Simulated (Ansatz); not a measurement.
Consider the isomerisation: `[AlH2][CH]1C[SiH2]1` → `C[CH]1[AlH][SiH2]1`.

Program: Ansatz. Geometries: PBE0-D4/def2-TZVP. ΔE: electronic, gas phase. CCSD(T)/CBS is the MP2 limit (def2-TZVPP, def2-QZVPP) plus CCSD(T) − MP2 in def2-TZVPP, frozen cores. Functionals use def2-TZVPP. B3LYP here is the variant with VWN-RPA as its local correlation; programs differ in this.

`[AlH2][CH]1C[SiH2]1`:

Z-matrix (Å, degrees):
```
C
C 1 1.532
Si 1 1.890 2 64.1
Al 1 1.911 2 127.7 3 90.9
H 1 1.090 2 114.8 3 -101.7
H 2 1.086 1 116.8 3 -111.6
H 2 1.086 1 116.2 3 111.2
H 3 1.476 1 119.0 2 -106.7
H 3 1.480 1 118.6 2 104.8
H 4 1.590 1 119.3 2 -3.6
H 4 1.587 1 118.7 2 -178.8
```

`C[CH]1[AlH][SiH2]1`:

Z-matrix (Å, degrees):
```
C
C 1 1.514
H 1 1.095 2 112.2
H 1 1.093 2 110.6 3 119.5
H 1 1.094 2 112.0 3 -121.1
Al 2 1.950 1 139.8 3 -175.7
Si 2 1.917 1 125.6 3 -66.8
H 2 1.113 1 111.2 3 58.4
H 6 1.584 2 142.8 1 -51.2
H 7 1.491 2 119.8 1 90.8
H 7 1.492 2 110.5 1 -36.8
```

```
             level  ΔE (kJ/mol)  difference from CCSD(T)/CBS
            PBE-D4         25.7                        -12.6
           BLYP-D4         34.3                         -4.0
            B97M-V         42.9                          4.6
        r2SCANh-D4         36.2                         -2.1
      CAM-B3LYP-D4         40.3                          2.0
             B3LYP         34.4                         -3.9
       HF/def2-SVP         35.0                         -3.3
SCS-MP2/def2-TZVPP         43.8                          5.5
     MP2/CBS(def2)         46.0                          7.7
    CCSD/CBS(def2)         38.6                          0.3
       CCSD(T)/CBS         38.3                            0
```

Largest T1 diagnostic among the species: 0.012.

At CCSD(T), def2-SVP lies −5.4 kJ/mol from the extrapolated value and def2-TZVPP −1.2 kJ/mol. From BLYP to BHLYP (50 % exact exchange), in def2-TZVPP and without D4, ΔE moves by +5.9 kJ/mol.
